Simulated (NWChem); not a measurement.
A series in which one site is exchanged, each optimised at PBE0/def2-SVP with NWChem, gas phase unless a solvent is named. All stand in one matching conformer (torsions within 35°), which need not be the lowest. Some are not confirmed as minima by frequencies. def2 effective core potentials on La; no spin-orbit coupling.

A: [NH2][Al]([F])[F] (AlNH$_{2}$F$_{2}$; site = Al)
B: [NH2][La]([F])[F] (LaNH2F2; site = La)
C: FB(F)N (BNH$_{2}$F$_{2}$; site = B)
D: [NH2][Ga]([F])[F] (GaNH$_{2}$F$_{2}$; site = Ga)

Values for A:

dipole (D), PBE0/def2-SVP: 2.77
static polarisability, B3LYP/def2-SVPD (bohr³): 31.0
lowest singlet excitation, B3LYP/def2-SVPD, TDA (eV): 5.59

**Question.** How do these values change for the other members?

**Answer.** 
```csv
change from A,B,C,D
"dipole (D), PBE0/def2-SVP",-0.65,+0.05,+0.62
"static polarisability, B3LYP/def2-SVPD (bohr³)",+20.2,-6.8,+3.0
"lowest singlet excitation, B3LYP/def2-SVPD, TDA (eV)",-1.96,+1.64,-0.29
```
